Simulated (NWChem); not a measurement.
What each level costs for HClSi

```xyz
3

Si    -0.7507    -0.8137     0.0000
H      0.3276    -1.9106     0.0000
Cl     0.5989     0.7825     0.0000
```
Charge 0, spin multiplicity 1.

Everything below was run with NWChem. Structure: optimised with PBE0/def2-SVP, a minimum by its harmonic frequencies.

Basis set: cc-pVTZ (82 functions). Each entry is one whole single-point run; the coupled-cluster runs use the TCE module, and the SCF and DFT modules converge to different thresholds.

The correlated methods keep 10 core orbitals frozen. B3LYP has NWChem's definition, with VWN1-RPA local correlation. GW and range-separated runs recompute their integrals, the others keep them in memory, which bears on the times. The structure started from a generated list of species.

Q: Roughly how much processor time does each of these take, relative to RHF: MP2, RI-MP2, B2PLYP, PBE, B3LYP, CAM-B3LYP, CR-CCSD(T)?

A: RI-MP2 about the same, within a factor of 3; B3LYP about the same, within a factor of 3; PBE about the same, within a factor of 3; MP2 about the same, within a factor of 3; B2PLYP about the same, within a factor of 3; CR-CCSD(T) about 7; CAM-B3LYP about 9 (rough ratios from shared machines).
